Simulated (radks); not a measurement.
Q: The iridium ion Ir4+, [Xe] 4f14 5d5. All-electron calculation, non-relativistic Kohn-Sham, exchange-only LDA, spin-polarised, spherical densities, point nucleus. Program: a radial shooting solver on a logarithmic mesh with Libxc functionals. Every spin shell is full or empty, so the densities are truly spherical. Functionals are evaluated on that one density, not self-consistently. Rank these orbital-free kinetic functionals by their error against the exact value of the orbitals, and give that value: Thomas-Fermi, von Weizsacker, TF + vW, TF + vW/9, TF + vW/5, LC94, APBEK, revAPBEK, Perdew 92, Thakkar, Pearson, LKT, PG1, DePristo-Kress, Ernzerhof.

A: Exact: 16790.4 hartree. From best to worst, with 100 (|E| - |E exact|)/|E exact| (equal figures are ties): LC94 -0.01, APBEK +0.02, revAPBEK +0.16, DePristo-Kress -0.22, Ernzerhof -0.50, Perdew 92 -0.71, TF + vW/9 -0.71, Thakkar -0.79, Pearson -0.87, TF + vW/5 +2.48, Thomas-Fermi -4.70, PG1 +12.57, LKT +16.12, TF + vW +31.17, von Weizsacker -64.13.
